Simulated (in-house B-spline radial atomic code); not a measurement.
The numbers below are computed, except where a source is named.
# Ge ion on In atom: potential, deflection and energy transfer

The pair potential comes from two frozen, spherical free-atom densities (PBE, B-spline radial code, scalar-relativistic past argon): electrostatics plus the change in Thomas-Fermi kinetic and Dirac exchange energy where they overlap, the recipe behind the universal ZBL potential, which averages such potentials (from solid-state densities) over many pairs. It is written V = (Z1 Z2 e²/r) φ(r/a), with e² = 14.3996 eV·Å and a = 0.46850 Å/(Z1^0.23 + Z2^0.23); ZBL's fit is φ = 0.18175 e^(−3.1998x) + 0.50986 e^(−0.94229x) + 0.28022 e^(−0.4029x) + 0.02817 e^(−0.20162x). Where φ falls below 4e-4 it is continued as an exponential.

Masses 72.63 and 114.82 u.

```
x = r/a  φ, this pair    φ, ZBL
    0.1        0.8883    0.8928
    0.5        0.6136    0.6096
    1.5        0.3027    0.2995
      3        0.1321    0.1292
      5       0.05287   0.05224
      8       0.01716   0.01705
     12      0.004619   0.00474
     17      0.001211  0.001212
```

Q: At x = 0.5 the electrostatic, kinetic and exchange parts are 227207.46, 49876.57 and -1071.76 eV. Find r, V and φ.

A: a = 0.46850/(2.2191 + 2.4476) = 0.10039 Å, so r = 0.05020 Å. V = 227207.46 + 49876.57 + (-1071.76) = 276012.27 eV. The bare repulsion is 32 × 49 × 14.3996/0.05020 = 449810 eV, so φ = 0.6136, +0.7 % against ZBL's 0.6096. The kinetic (Pauli) term is 18 % of V here.

Q: The ion comes in at 36.72 keV with impact parameter 0.2008 Å. The scattering integral gives a centre-of-mass angle of 57.9° and a closest approach of 2.84 a. What are the reduced energy, the energy passed on and the laboratory angles?

A: ε = E a M2/(Z1 Z2 e² (M1 + M2)) = 36720 × 2.7235e-06 = 0.1. The most that one collision can pass on is γE with γ = 4 M1 M2/(M1 + M2)² = 0.9493. Here T = γE sin²(θ/2) = 0.9493 × 36720 × 0.2343 = 8166 eV. The ion turns by arctan(sin θ/(cos θ + M1/M2)) = 36.0°, and the struck atom leaves at (180° − θ)/2 = 61.1°. The closest approach is 0.285 Å. With ZBL the angle would be 57.39° and T = 8037 eV.
